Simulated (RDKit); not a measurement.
Input for RDKit: UFF on C3H6O (a complex).

```python
from rdkit import Chem
from rdkit.Chem import AllChem, rdDetermineBonds

blocks = [
'''2

C    -0.17962705   -0.32882657    0.15073837
O     0.61043520    0.46425147    0.04112421
''',
'''8

C    -0.80906645   -0.17919844    3.83882082
C     0.67632429    0.13400092    3.68330934
H    -1.34289088    0.65141688    4.30478583
H    -0.96478632   -1.06239668    4.46146823
H    -1.27957155   -0.37341742    2.87284691
H     0.83476673    1.01963685    3.06499179
H     1.21041784   -0.69472907    3.21391400
H     1.14542931    0.32064814    4.65126843
''',
]
mol = None
for b in blocks:
    f = Chem.MolFromXYZBlock(b)
    rdDetermineBonds.DetermineBonds(f, charge=0)
    mol = f if mol is None else Chem.CombineMols(mol, f)
Chem.SanitizeMol(mol)
print(Chem.MolToSmiles(Chem.RemoveHs(mol)))
ff = AllChem.UFFGetMoleculeForceField(mol, vdwThresh=100.0, ignoreInterfragInteractions=False)
e = ff.CalcEnergy()
print(f'UFF energy {e:.6f} kcal/mol')
```

Output:

```
CC.[C-]#[O+]
UFF energy 0.635034 kcal/mol
```

The run finished.

Cost: around 0.03 core-seconds (rough).
